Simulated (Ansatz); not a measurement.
Gas-phase electronic energies from Ansatz, PBE0-D4/def2-TZVP geometries. CBS: MP2 limit from def2 TZ/QZ plus the TZ coupled-cluster correction, frozen cores. This one scheme is used for every species. Functionals use def2-TZVPP. B3LYP here is the variant with VWN-RPA as its local correlation; programs differ in this. HSE06 is defined as in plane-wave codes. For Ge outer-core shells are correlated without core-valence functions, which leaves a few kJ/mol of doubt a bond. Scalar relativity is left out up to krypton. Each species was taken in one conformer, which may not be the lowest.

Consider the cleavage of the B–Ge bond: `[OH][GeH2][B](O)Cl` + H₂S → `OB(S)Cl` + `[OH][GeH3]`.

```json
{"level": "r2SCAN-D4", "ΔE (kJ/mol)": "-74.0", "difference from CCSD(T)/CBS": "-7.8"}
{"level": "B3LYP-D4", "ΔE (kJ/mol)": "-69.2", "difference from CCSD(T)/CBS": "-3.0"}
{"level": "r2SCANh-D4", "ΔE (kJ/mol)": "-74.3", "difference from CCSD(T)/CBS": "-8.1"}
{"level": "CAM-B3LYP-D4", "ΔE (kJ/mol)": "-70.6", "difference from CCSD(T)/CBS": "-4.4"}
{"level": "ωB97M-V", "ΔE (kJ/mol)": "-70.8", "difference from CCSD(T)/CBS": "-4.6"}
{"level": "B2PLYP", "ΔE (kJ/mol)": "-72.5", "difference from CCSD(T)/CBS": "-6.3"}
{"level": "PBE-QIDH", "ΔE (kJ/mol)": "-74.8", "difference from CCSD(T)/CBS": "-8.6"}
{"level": "r2SCANh", "ΔE (kJ/mol)": "-75.0", "difference from CCSD(T)/CBS": "-8.8"}
{"level": "r2SCAN0", "ΔE (kJ/mol)": "-75.6", "difference from CCSD(T)/CBS": "-9.4"}
{"level": "HSE06", "ΔE (kJ/mol)": "-72.1", "difference from CCSD(T)/CBS": "-5.9"}
{"level": "BHLYP", "ΔE (kJ/mol)": "-74.5", "difference from CCSD(T)/CBS": "-8.3"}
{"level": "HF/def2-SVP", "ΔE (kJ/mol)": "-84.4", "difference from CCSD(T)/CBS": "-18.2"}
{"level": "HF/def2-TZVPP", "ΔE (kJ/mol)": "-78.1", "difference from CCSD(T)/CBS": "-11.9"}
{"level": "CCSD/def2-TZVPP", "ΔE (kJ/mol)": "-68.1", "difference from CCSD(T)/CBS": "-1.9"}
{"level": "HF/def2-QZVPP", "ΔE (kJ/mol)": "-78.5", "difference from CCSD(T)/CBS": "-12.3"}
{"level": "MP2/def2-QZVPP", "ΔE (kJ/mol)": "-73.9", "difference from CCSD(T)/CBS": "-7.7"}
{"level": "CCSD(T)/CBS", "ΔE (kJ/mol)": "-66.2", "difference from CCSD(T)/CBS": "0"}
```

Largest T1 diagnostic among the species: 0.013.

Leaving LDA and LC-ωPBE aside and taking each functional with its dispersion term where it has one, the values, not all of them listed here, spread over 13.4 kJ/mol, from B97M-V to BLYP-D4. At CCSD(T), def2-SVP lies −14.0 kJ/mol from the extrapolated value and def2-TZVPP −1.9 kJ/mol. From BLYP to BHLYP (50 % exact exchange), in def2-TZVPP and without D4, ΔE moves by −6.0 kJ/mol.

CCSD(T)/CBS has its own doubt, a few kJ/mol and more with outer-core shells, so smaller differences from it don't rank the levels.
